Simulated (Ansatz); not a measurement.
The Sn1–H4 bond of BrFH2Sn (SMILES [F][SnH2][Br]) is stretched (multiplicity 1, the rest rigid).
Geometry at rest (charge 0, multiplicity 1):
```xyz
5

Sn    -0.8209    -0.2542     0.0412
F     -1.5335     1.4364    -0.5548
Br     1.6422     0.0461     0.0704
H     -1.2425    -1.3772    -1.1627
H     -1.3881    -0.4538     1.6308
```

Cores are frozen in the correlated methods. Filled d and f shells under p-block atoms count as core.

Programs: Ansatz (Gaussian orbitals). Values without a source in brackets are computed. In def2 rows elements past Kr take small-core potentials, without spin–orbit coupling.

Energies above the point at 1.700 Å (the B3LYP-D3(BJ) bond length), FIC-MRCISD+Q on CASSCF(2,2)/def2-TZVPP (kcal/mol): 6.58 at 1.530 Å; 3.75 at 1.869 Å; 77.13 at 5.438 Å.

### Question
Take the last value as the depth D of a Morse curve D(1 − e^(−a(R − R₀)))², fit a and R₀ to the two near points, and test it at 2.294 and 2.974 Å.

### Answer

With D = 77.1, both near points (counted from the curve's value at 1.700 Å) are met by a = 1.49 Å⁻¹ and R₀ = 1.702 Å, so k = 2Da² = 341 kcal/(mol Å²). The curve then gives 26.4 and 55.6 kcal/mol; the level itself gives 28.3 and 61.9, so Morse is off by -1.9 and -6.3.

Ansatz is an electronic-structure program.
